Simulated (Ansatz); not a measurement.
Steps of a relaxation of `[OH][Mo](=[S])(=[S])[Cl]` with RKS PBE0-D4/def2-TZVP.

```sh
$ ansatz run in.yaml --threads 4 --pin off --events-out ev --progress --plain --max-ram 10444MiB
```

```yaml
crystal:
  periodic: [false, false, false]
  atoms:
    - {symbol: O, position_ang: [-0.789220, 0.569537, 1.174315]}
    - {symbol: Mo, position_ang: [0.311219, -0.127489, -0.164841]}
    - {symbol: S, position_ang: [1.816725, -1.306610, 0.759828]}
    - {symbol: S, position_ang: [-0.825186, -1.366564, -1.461312]}
    - {symbol: Cl, position_ang: [1.282703, 1.517906, -1.389247]}
    - {symbol: H, position_ang: [-1.754141, 0.649220, 1.035057]}
basis:
  gaussian: {orbitals: def2-TZVP}
hamiltonian: {xc: pbe0, dispersion: d4}
relax: {f_tol: 0.005, max_steps: 150}
```

Positions (Å) and forces (eV/Å) along the path, 9 of 9 steps:

```xyz
6
step=1 energy=-38105.8057 eV
O    -0.789    0.570    1.174   -0.370   -0.105   -0.500
Mo    0.311   -0.127   -0.165    0.047   -0.601   -0.011
S     1.817   -1.307    0.760   -0.719    0.579   -0.467
S    -0.825   -1.367   -1.461    0.546    0.598    0.605
Cl    1.283    1.518   -1.389   -0.227   -0.389    0.292
H    -1.754    0.649    1.035    0.723   -0.082    0.081
6
step=2 energy=-38105.8423 eV
O    -0.779    0.583    1.155   -0.314    0.003    0.033
Mo    0.308   -0.134   -0.161   -0.135    0.660    0.122
S     1.783   -1.282    0.732    0.485   -0.396    0.303
S    -0.800   -1.337   -1.433   -0.360   -0.408   -0.400
Cl    1.268    1.482   -1.365    0.090    0.133   -0.110
H    -1.737    0.624    1.027    0.233    0.009    0.051
6
step=3 energy=-38105.8574 eV
O    -0.784    0.579    1.160   -0.074   -0.020   -0.063
Mo    0.308   -0.126   -0.163   -0.003   -0.033    0.021
S     1.793   -1.291    0.742   -0.020    0.028   -0.009
S    -0.810   -1.348   -1.442    0.012    0.030    0.017
Cl    1.275    1.493   -1.373   -0.007   -0.009    0.006
H    -1.739    0.628    1.030    0.091    0.003    0.027
6
step=4 energy=-38105.8576 eV
O    -0.784    0.576    1.159   -0.009   -0.010   -0.033
Mo    0.308   -0.129   -0.162   -0.006    0.015    0.017
S     1.795   -1.288    0.744   -0.005   -0.004   -0.005
S    -0.812   -1.345   -1.443    0.007   -0.005    0.004
Cl    1.274    1.492   -1.373   -0.002    0.000    0.002
H    -1.738    0.630    1.030    0.016    0.005    0.015
6
step=5 energy=-38105.8576 eV
O    -0.785    0.575    1.157   -0.026    0.011    0.009
Mo    0.307   -0.129   -0.162    0.031    0.000   -0.033
S     1.795   -1.288    0.743   -0.007   -0.003   -0.001
S    -0.810   -1.347   -1.444    0.004   -0.001    0.006
Cl    1.273    1.492   -1.373   -0.008   -0.008    0.010
H    -1.738    0.633    1.032    0.005    0.001    0.010
6
step=6 energy=-38105.8577 eV
O    -0.785    0.577    1.156   -0.001   -0.001    0.001
Mo    0.307   -0.129   -0.163    0.006    0.005   -0.011
S     1.794   -1.289    0.743    0.001   -0.001    0.003
S    -0.809   -1.348   -1.444    0.000    0.000    0.000
Cl    1.273    1.493   -1.372   -0.001   -0.004    0.002
H    -1.738    0.633    1.034   -0.005    0.001    0.005
6
step=7 energy=-38105.8577 eV
O    -0.785    0.578    1.154   -0.003   -0.001    0.000
Mo    0.307   -0.128   -0.164    0.003    0.008   -0.003
S     1.792   -1.288    0.744    0.002   -0.002   -0.001
S    -0.809   -1.347   -1.445    0.000   -0.002    0.000
Cl    1.276    1.492   -1.374   -0.003   -0.005    0.004
H    -1.740    0.629    1.039    0.002    0.001    0.000
6
step=8 energy=-38105.8575 eV rejected
O    -0.787    0.572    1.156    0.019    0.021    0.004
Mo    0.308   -0.126   -0.163   -0.019   -0.087    0.017
S     1.794   -1.289    0.741   -0.013    0.022   -0.002
S    -0.807   -1.349   -1.443    0.009    0.022    0.000
Cl    1.275    1.492   -1.373    0.011    0.029   -0.017
H    -1.740    0.636    1.035   -0.006   -0.008   -0.002
6
step=9 energy=-38105.8577 eV
O    -0.785    0.578    1.155    0.000    0.000    0.000
Mo    0.307   -0.128   -0.164    0.000    0.000    0.000
S     1.793   -1.288    0.744    0.000    0.000    0.000
S    -0.808   -1.348   -1.445    0.000    0.000    0.000
Cl    1.275    1.492   -1.373    0.000    0.000    0.000
H    -1.739    0.631    1.038    0.000    0.000    0.000
```

Hardware: 4 threads of an Arm Neoverse V2 on a shared host. Wall time 34 s, peak host memory 0.59 GiB.
